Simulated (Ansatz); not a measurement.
Reaction (formal exchange of groups at a B–C bond): `N=CB(F)S` + `CNCS` → `CNB(F)S` + `N=CCS`

Program: Ansatz. Geometries: PBE0-D4/def2-TZVP. ΔE: electronic, gas phase. CCSD(T)/CBS adds triple-zeta CCSD(T) − MP2 to the extrapolated MP2 energy (def2 sets, frozen cores). Functionals use def2-TZVPP. B3LYP here is the variant with VWN-RPA as its local correlation; programs differ in this. Each species was taken in one conformer, which may not be the lowest.

`N=CB(F)S`:

```xyz
8

N    -0.553    1.812   -0.157
C     0.191    0.782   -0.163
B    -0.322   -0.668    0.168
F    -1.608   -0.825    0.460
S     0.719   -2.128    0.177
H    -1.514    1.557    0.087
H     1.245    0.946   -0.414
H     1.843   -1.474   -0.158
```

`CNCS`:

```xyz
11

C    -0.536   -0.546   -1.384
N    -0.156   -0.714    0.002
C     0.097    0.532    0.671
S     0.424    0.174    2.424
H    -0.674   -1.526   -1.844
H     0.195    0.019   -1.985
H    -1.492   -0.017   -1.440
H     0.650   -1.319    0.091
H    -0.796    1.157    0.586
H     0.948    1.103    0.271
H     1.339    1.137    2.609
```

`CNB(F)S`:

Z-matrix (Å, degrees):
```
C
N 1 1.445
H 1 1.094 2 111.5
H 1 1.094 2 111.5 3 121.2
H 1 1.089 2 109.3 3 -119.4
B 2 1.393 1 125.7 3 119.2
H 2 1.006 1 115.2 3 -60.8
S 6 1.828 2 120.8 1 -180.0
F 6 1.340 2 119.9 1 0.0
H 8 1.341 6 94.7 2 180.0
```

`N=CCS`:

Z-matrix (Å, degrees):
```
C
C 1 1.492
S 1 1.816 2 111.7
H 1 1.090 2 109.2 3 117.5
H 1 1.092 2 111.4 3 -122.4
N 2 1.262 1 120.9 3 -118.8
H 2 1.099 1 115.4 3 60.4
H 3 1.343 1 97.0 2 -75.2
H 6 1.019 2 111.1 1 179.4
```

Q: Is it downhill or uphill in electronic energy at CCSD(T)/CBS, and by how much? (An estimate is asked.)

A: Ansatz gave: Downhill: ΔE = -156.9 kJ/mol.

Q: What do these levels give: B3LYP-D4, ωB97X-V, B2PLYP, PBE, HF/def2-TZVPP, SCS-MP2/def2-QZVPP? (Best estimate.)

A: The calculation gave: B3LYP-D4 -157.4, ωB97X-V -157.1, B2PLYP -158.6, PBE -151.5, HF/def2-TZVPP -165.7, SCS-MP2/def2-QZVPP -159.7 kJ/mol.

Largest T1 diagnostic among the species: 0.014.

In def2-TZVPP, CCSD(T) changes the Hartree–Fock value by +9.9 kJ/mol (the triples alone add +2.3 kJ/mol) and MP2 by +4.1 kJ/mol. From PBE to PBE0 (25 % exact exchange), in def2-TZVPP and without D4, ΔE moves by −6.5 kJ/mol.
